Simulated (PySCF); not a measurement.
Electronic structure of Be⁺ (beryllium, charge +1) at the UHF level

Configuration: [He] 2p1, 2P determinant (an excited configuration). Computed with PySCF 2.14 in aug-cc-pCVQZ-DK (9s8p6d4f2g, 109 functions), with the spin-free X2C one-electron Hamiltonian (Gaussian nucleus).

```
Total energy                                                  : -14.133238 hartree
One-electron energy                                           : -17.4534 hartree
Hartree (Coulomb) energy                                      : 5.8124 hartree
Exchange energy                                               : -2.4923 hartree
⟨S²⟩                                                          : 0.7500
⟨L²⟩                                                          : 2.000
Sum of ⟨r⟩                                                    : 3.201 bohr
Sum of ⟨r²⟩                                                   : 7.270 bohr²
Traceless quadrupole moment −½Σ⟨3z² − r²⟩ along its main axis : -2.72 e·bohr²
Langevin diamagnetic susceptibility                           : -5.76 ×10⁻⁶ cm³/mol
```

| shell | electrons | mean orbital energy (hartree) | rms radius, mean of both spins (bohr) |
| --- | --- | --- | --- |
| 1s α | 1 | -5.15151 | 0.484 |
| 1s β | 1 | -5.14171 | 0.484 |
| 2p α | 1 | -0.51989 | 2.61 |

Spin-orbit constants ζ (cm⁻¹) from the X2C one-electron operator on these orbitals: bare nucleus, nucleus screened by l(l+1)(2l+1)/3 electrons, and screened by the Breit-Pauli mean field of the electrons.

```tsv
shell	bare	screened nucleus	mean field
2p	10.90	5.451	3.698
```

To first order the Landé constant is A = 3.698 cm⁻¹, so the lowest level has J = 1/2 and lies 0.000458 eV below the centre of the term.
